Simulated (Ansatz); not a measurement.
Two isomers of C3H8BF: A = `CBCCF`, B = `CCB(C)F`.

Gas-phase electronic energies from Ansatz, PBE0-D4/def2-TZVP geometries. CCSD(T)/CBS is the MP2 limit (def2-TZVPP, def2-QZVPP) plus CCSD(T) − MP2 in def2-TZVPP, frozen cores. Functionals use def2-TZVPP. B3LYP here is the variant with VWN-RPA as its local correlation; programs differ in this. One conformer a species, not always the lowest.

A:

```xyz
13

C     0.1828    1.5585   -0.8180
B     0.0895    0.9248    0.6017
C    -0.0786   -0.5988    0.9090
C    -0.1120   -1.5463   -0.2573
F    -0.2728   -2.8562    0.1744
H    -0.7963    2.0276   -1.0037
H     0.3737    0.8736   -1.6461
H     0.8969    2.3858   -0.8580
H     0.1062    1.6628    1.5509
H    -0.9907   -0.7145    1.5124
H     0.7282   -0.8833    1.6004
H    -0.9450   -1.3251   -0.9323
H     0.8182   -1.5090   -0.8331
```

B:

Z-matrix (Å, degrees):
```
C
C 1 1.522
H 1 1.092 2 111.3
H 1 1.092 2 111.8 3 120.4
H 1 1.092 2 111.3 3 -119.1
B 2 1.565 1 116.9 3 59.7
H 2 1.100 1 110.9 3 -63.4
H 2 1.100 1 110.9 3 -177.5
F 6 1.338 2 118.3 1 0.5
C 6 1.564 2 124.9 1 -179.5
H 10 1.096 6 109.9 2 120.7
H 10 1.091 6 113.9 2 -1.1
H 10 1.095 6 110.1 2 -123.3
```

Which isomer does CCSD(T)/CBS put lower? Give the gap. (An estimate is asked.)

Computed: B, by 230.8 kJ/mol.

Give E(B) − E(A) in kJ/mol with B3LYP-D4, CCSD(T)/def2-TZVPP, r2SCAN-D4, B3LYP, MP2/def2-TZVPP, PBE-D4, PBE0-D4. (Best estimate.)

Computed: B3LYP-D4 -226.5, CCSD(T)/def2-TZVPP -231.6, r2SCAN-D4 -230.1, B3LYP -226.6, MP2/def2-TZVPP -237.7, PBE-D4 -223.4, PBE0-D4 -226.6. None reverses the order clearly.

Largest T1 diagnostic: 0.011.

In def2-TZVPP, CCSD(T) changes the Hartree–Fock value by −4.4 kJ/mol (the triples alone add −0.2 kJ/mol) and MP2 by −10.6 kJ/mol. From PBE to PBE0 (25 % exact exchange), in def2-TZVPP and without D4, E(B) − E(A) moves by −3.2 kJ/mol.
